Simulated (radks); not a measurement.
All-electron atom: As in [Ar] 3d10 4s2 4p2 6f1 (not the ground configuration). Calculated with a radial shooting solver on a logarithmic mesh with Libxc functionals: scalar-relativistic Kohn-Sham, PBEsol, spin-polarised, spherical densities, point nucleus; open shells are filled with parallel spins first.

Radial electron density D(r) = 4 pi r^2 rho(r):

```
   r/bohr * D(r) (the largest magnitude, 46.2, reaches the edge; | marks zero)
 0.006421 |          *
 0.009203 |                  *
  0.01319 |                            *
  0.01891 |                                       *
   0.0271 |                                               *
  0.03884 |                                              *
  0.05568 |                                        *
   0.0798 |                                        *
   0.1144 |                                                    *
   0.1639 |                                                      *
    0.235 |                                    *
   0.3368 |                             *
   0.4828 |                                    *
    0.692 |                          *
   0.9918 |          *
    1.422 |   *
    2.038 |  *
    2.921 |*
    4.186 *
        6 *
      8.6 *
    12.33 *
    17.67 *
    25.32 *
     36.3 *
    52.03 *
    74.57 *
```

D(r) has 6 maxima, at r = 0.0318, 0.143, 0.494, 9.85, 24.7, 50.4 bohr, and minima at 0.0669, 0.311, 6.82 bohr, inside which lie 2.08, 10.97, 32.01 electrons.
